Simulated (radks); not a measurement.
The numbers below are computed, except where a source is named.
Spherical quantum dot in the effective-mass picture: electrons in a well V = -V0 / (1 + exp((r - R)/a)) with V0 = 42, R = 1.58, a = 0.18, all in effective atomic units (hartree* = m*/eps^2 hartree, bohr* = eps/m* bohr), one dielectric constant everywhere. Level of theory: non-relativistic Kohn-Sham, PBEsol, spin-polarised, spherical densities (a radial shooting solver with Libxc functionals). Levels are named by radial order and angular momentum (1s, 1p, 1d, 2s, ...), and open shells are averaged over m. Results are scaled to m* = 0.038 and eps = 15, for which hartree* = 4.596 meV and bohr* = 20.89 nm.

N = 7, configuration 1s2 1p(up 3, down 2). This is the lowest configuration that the search found. Occupied and some empty levels:

level,occupation,eigenvalue (meV),<r> (nm)
1s up,1,-148.61,15.93
1s down,1,-148.28,15.91
1p up,3,-138.39,18.73
1p down,2,-138.04,18.73
1d up,0,-125.32,20.70
1d down,0,-124.97,20.71
2s up,0,-118.36,16.82
2s down,0,-118.12,16.82
1f up,0,-109.95,22.28
1f down,0,-109.61,22.29

Energy (meV): total -1098.14, kinetic 104.76, external -1295.3, Hartree 117.75, exchange-correlation -25.396.
